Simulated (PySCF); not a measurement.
SMILES CSCC=C (C₄H₈S), GFN2-xTB optimised geometry. Atoms within 1.6 Å of the plane z = 0.0 Å (x, y, z in Å): C1 (1.20, -0.60, 0.00), C2 (-0.13, -0.60, 0.00), C3 (-0.95, 0.63, 0.00), H6 (1.77, -1.51, 0.03), H7 (1.76, 0.31, -0.05), H8 (-0.68, -1.53, 0.06), H9 (-0.36, 1.53, -0.18), H10 (-1.77, 0.57, -0.72).

Calculation: CAM-B3LYP/def2-TZVP run with PySCF. Cells within 0.4 Å of a nucleus heavier than hydrogen are left out (blank, or x).

Map of the electrostatic potential (hartree/e), clipped to [-0.08, 0.12] on the plane z = 0.0 Å:

```
|00000000001111111111111111111|
|00000000001111111111111111111|
|00000000001111111111111111111|
|00000000001112222211111111111|
|00000000001122222221111111111|
|00000000011234332222211111111|
|00000000012478643222222111111|
|00000001124999974322222211111|
|00000112469999995322222221111|
|00001234899999995333333222111|
|00012348999999984345765322111|
|0011246999xx99974469999532111|
|0112247999xxx9996799999632111|
|0111246999xx99999999999632111|
|01112347999999999999999522111|
|0011123479999xx999xx999421111|
|0011112347999xx99xxx998321111|
|0001111235999xx999xx998321111|
|00001112369999999999999521111|
|00001112389999999999999632111|
|00001112389999976799999632111|
|00001112369999633469999532111|
|00001111246885322236875322111|
|00011111223433221223333221111|
|00011111122222111112222211111|
|00011111111111111111111111111|
|00011111111111111111111111111|
|00011111111111111111111111111|
|00011111111111111111111111111|
```
Scale: ten equal steps from -0.014 (start of '0') to 0.120 (end of '9'), in the order '0123456789'; x runs from -4.00 to 4.00, y from -4.00 (bottom) to 4.00 (top).
